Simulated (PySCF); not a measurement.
Manganese: a sound run and one with changed settings

Sound run: Mn⁺ [Ar] 3d5 4s1, Mn²⁺ [Ar] 3d5. Calculation: PySCF 2.14, in cc-pVTZ-DK; scalar relativity by spin-free X2C-1e. In the sound run the correlated levels freeze [Ar]. The sound run starts from symmetry-adapted Hartree-Fock orbitals and uses a fine grid where one is needed.

Changed run: no relativity, point nucleus. This setting is unsound on purpose.

```csv
species,method,sound run (hartree),changed run (hartree),converged
Mn⁺,UHF,-1157.16198,-1146.26336,yes
Mn⁺,TPSS,-1158.30355,-1147.40838,yes
Mn⁺,M06-2X,-1158.26783,-1147.37460,no
Mn⁺,MP2,-1157.24745,-1146.34782,yes
Mn²⁺,UHF,-1156.61605,-1145.72551,yes
Mn²⁺,TPSS,-1157.71414,-1146.82900,yes
Mn²⁺,M06-2X,-1157.69817,-1146.81357,yes
Mn²⁺,MP2,-1156.68531,-1145.79439,yes
```

Ionisation energy of Mn⁺:

```
 method  sound run (eV)  changed run (eV)
    UHF          14.856            14.636
   TPSS          16.039            15.766
    MP2          15.296            15.060
SCS-MP2          15.003            14.777
```

Most of the change in total energy is the relativistic energy itself. On top of that the contraction fixes the core shape for the Hamiltonian it was made with, so the changed run is not a good calculation with the other Hamiltonian either.

For comparison, NIST gives 15.640 eV between the lowest levels.
